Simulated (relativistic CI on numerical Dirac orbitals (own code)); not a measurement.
**d1 to d9 in one octahedral field**

Computed with a parametric ligand-field model without spin-orbit coupling, by exact diagonalisation: B = 450, C = 2090, 10Dq = 23100 cm⁻¹ (Oh; |10Dq|/B = 51.3) for every shell. Energies in cm⁻¹; the field energy is (0.6 n_e − 0.4 n_t2) × 10Dq of the ground term; g labels are left out. So small a B with so large a field is typical of 4d and 5d ions, where spin-orbit coupling, left out here, reaches 1,000 to 4,000 cm⁻¹.

```csv
Shell,Ground term,Electrons in e,Field energy,First spin-allowed bands,Lowest term of other spin
d1,2T2,0.000,-9240,2E 23100,
d2,3T1,0.010,-18258,"3T2 22016, 3T1 27682",1T2 7039
d3,4A2,0.000,-27720,"4T2 23100, 4T1 28125",2E 9830
d4,3T1,0.017,-36577,"3E 21107, 3T1 21641",1T2 6093
d5,2T2,0.031,-45483,"2A2 20477, 2T1 20630",4T1 13277
d6,1A1,0.025,-54868,"1T1 21577, 1T2 27968",3T1 17183
d7,?,?,?,?,?
d8,3A2,2.000,-27720,"3T2 23100, 3T1 28125",1E 7728
d9,2E,3.000,-13860,2T2 23100,
```

Problem. Fill in the row of d7.

Solution. Ground term: 2E; Electrons in e: 1.017; Field energy: -41198; First spin-allowed bands: 2T1 21462, 2T2 21993; Lowest term of other spin: 4T1 13166. Low spin: d4, d5, d6, d7; the other shells keep the spin of the free ion. Only d4 to d7 can choose; the field needed to pair spins is smallest for d6 and largest for d5, which loses most exchange energy. In the strong-field picture 10Dq must exceed about 6B + 5C = 13150 (d4), 7.5B + 5C = 13825 (d5), 2.5B + 4C = 9485 (d6) and 4B + 4C = 10160 (d7); mixing of terms shifts these bounds somewhat.
